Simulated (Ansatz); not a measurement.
The cluster Be5Se5 (the lowest singlet isomer of a short search), 10 atoms. Hardware: 4 threads of Arm Neoverse V2 on a shared host.

Correlated methods freeze 45 core orbitals; core or outer-core shells of Se are correlated, in sets that lack core-valence functions.

Question: How many basis functions does each of these Ansatz runs have, and roughly what does it cost? PBE-D4/def2-SVP, charge 0 singlet, relaxation, 5 steps; HSE06-D4/def2-TZVP, charge 0 singlet, energy and forces, from earlier orbitals; HF/STO-3G, charge 0 triplet, energy; PBE-D4/def2-TZVP, charge 1 doublet at the geometry of the charge 0 singlet, energy, from earlier orbitals; MP2/def2-TZVP, charge 0 singlet, energy, from earlier orbitals; PBE0-D4/def2-SVP, charge 0 singlet, energy, from earlier orbitals; PBE0-D4/def2-TZVP, charge -1 doublet at the geometry of the charge 0 singlet, energy; r2SCAN-D4/def2-TZVP, charge 0 triplet, energy, from earlier orbitals; B2PLYP/def2-TZVP, charge 0 quintet, energy, from earlier orbitals; r2SCAN-D4/def2-TZVP, charge 0 singlet, energy, from earlier orbitals; r2SCAN-D4/def2-TZVP, charge -1 doublet at the geometry of the charge 0 singlet, energy, from earlier orbitals; PBE-D4/def2-TZVP, charge -1 doublet at the geometry of the charge 0 singlet, energy, from earlier orbitals.

Answer: Other jobs shared the machine, so times can vary by a factor of up to 3. A dash marks memory too small to be measured apart from the calling script's.

```tsv
run	functions	fitting or Cholesky vectors	wall time	peak host memory (GiB)
HF/STO-3G, charge 0 triplet, energy	115	1214	5.5 s	0.78
PBE0-D4/def2-SVP, charge 0 singlet, energy, from earlier orbitals	205	2175	11 s	0.91
PBE-D4/def2-SVP, charge 0 singlet, relaxation, 5 steps	205	2400	20 s	–
PBE-D4/def2-TZVP, charge -1 doublet at the geometry of the charge 0 singlet, energy, from earlier orbitals	335	2640	22 s	1
r2SCAN-D4/def2-TZVP, charge 0 singlet, energy, from earlier orbitals	335	2640	25 s	0.95
PBE-D4/def2-TZVP, charge 1 doublet at the geometry of the charge 0 singlet, energy, from earlier orbitals	335	2640	27 s	1
MP2/def2-TZVP, charge 0 singlet, energy, from earlier orbitals	335	2395	31 s	1.8
HSE06-D4/def2-TZVP, charge 0 singlet, energy and forces, from earlier orbitals	335	2765	45 s	2.5
PBE0-D4/def2-TZVP, charge -1 doublet at the geometry of the charge 0 singlet, energy	335	2395	56 s	2.5
r2SCAN-D4/def2-TZVP, charge -1 doublet at the geometry of the charge 0 singlet, energy, from earlier orbitals	335	2640	57 s	1.1
r2SCAN-D4/def2-TZVP, charge 0 triplet, energy, from earlier orbitals	335	2640	60 s	1.1
B2PLYP/def2-TZVP, charge 0 quintet, energy, from earlier orbitals	335	2395	96 s	2.4
```
